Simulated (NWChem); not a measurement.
Lowest excitation of C2H8Si

```
Si
H 1 1.4967
H 1 1.4967 2 107.42
C 1 1.8893 2 109.42 3 -118.69
H 4 1.1020 1 111.02 2 58.72
H 4 1.1024 5 107.83 1 -121.88
H 4 1.1024 5 107.83 6 -116.25
C 1 1.8893 2 109.42 3 118.69
H 8 1.1020 1 111.02 2 -58.72
H 8 1.1024 9 107.83 1 121.88
H 8 1.1024 9 107.83 10 116.25
```
Charge 0, spin multiplicity 1.

Everything below was run with NWChem. The geometry was optimised at B3LYP/def2-SVP, a minimum by its harmonic frequencies.

Basis set: def2-SVP.

Costs are rough ratios of processor time within this set of runs, SCF included, with CIS as 1.

The correlated methods keep 7 core orbitals frozen. B3LYP has NWChem's definition, with VWN1-RPA local correlation. The structure started from a generated list of species. Coupled-cluster values serve here as a point of comparison, not as the truth.

```
method        lowest vertical singlet excitation energy (eV)  relative cost
------------  ----------------------------------------------  -------------
CIS                                               (withheld)              1
TD-PBE                                                  8.31        under 3
EOM-CCSD                                          (withheld)              4
TD-BHandHLYP                                      (withheld)              4
TD-B3LYP                                                8.75              4
```

Problem. Fill in the missing entries.

Solution. 
- CIS, lowest vertical singlet excitation energy (eV): 10.34
- EOM-CCSD, lowest vertical singlet excitation energy (eV): 9.51
- TD-BHandHLYP, lowest vertical singlet excitation energy (eV): 9.41
